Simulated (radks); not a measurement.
Initial-state core-level shifts of neutral ruthenium when its valence configuration changes from [Kr] 4d7 5s1. Method: Dirac Kohn-Sham, LDA (Slater exchange, Perdew-Wang correlation), spin-unpolarised, spherical densities, point nucleus; open shells fill j = l - 1/2 first; computed with a radial shooting solver on a logarithmic mesh with Libxc functionals. Shifts are changes of the shell-averaged eigenvalues in eV (positive: less bound).

valence              3p      3d      4s      4p
4d8              +2.830  +2.842  +2.698  +2.596
4d7 5s0.5 5p0.5  -0.759  -0.756  -0.781  -0.786
4d7 5p1          -1.450  -1.445  -1.493  -1.503
4d6 5s2          -3.496  -3.515  -3.238  -3.098
4d6 5s1 5p1      -4.921  -4.937  -4.682  -4.544
4d6 5p2          -6.181  -6.193  -5.958  -5.818
4d6.5 5s1 5p0.5  -2.418  -2.425  -2.323  -2.262
4d6.5 5s1.5      -1.670  -1.678  -1.559  -1.494
4d5.5 5s1.5 5p1  -6.872  -6.901  -6.437  -6.210
